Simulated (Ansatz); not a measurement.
Molecule: C6H7, net charge 0, doublet state. It need not be the lowest isomer of its formula. 
Geometry from a B3LYP-D3(BJ)/def2-TZVP (Ansatz, a quantum-chemistry and plane-wave program) optimisation:
```xyz
13

C     -2.1961     0.0859    -0.1761
C     -0.7145     0.1279    -0.0333
C      0.1076     1.1273     0.2807
C      1.5134     0.7606     0.3184
C      1.5828    -0.5466     0.0104
C      0.1947    -1.0750    -0.2410
H     -2.6425    -0.6316     0.5187
H     -2.4900    -0.2223    -1.1838
H     -2.6331     1.0643     0.0200
H      2.3328     1.4229     0.5511
H      2.4772    -1.1491    -0.0544
H     -0.0620    -1.8873     0.4487
H      0.0906    -1.4777    -1.2551
```
Charge 0, spin multiplicity 2.

Parts of the frozen-core correlation energy in cc-pwCVTZ (Ansatz, hartree). Frozen orbitals: 6; correlated occupied orbitals by spin: 16 and 15; virtual: 334 and 335. Open shells are spin-unrestricted. Spin-orbit coupling is left out. Non-relativistic.

| term | value |
|---|---|
| reference (HF) | -231.26600 |
| MP2 opposite-spin | (withheld) |
| MP2 same-spin | (withheld) |
| CCSD correlation | (withheld) |
| (T) | -0.04932 |
| T1 diagnostic | 0.043 |
| largest doubles amplitude | 0.078 |
| <S^2> of the reference | 1.245 |

Question: What belongs in the gaps?

Answer: 
- MP2 opposite-spin, value: -0.69618
- MP2 same-spin, value: -0.22418
- CCSD correlation, value: -0.98370
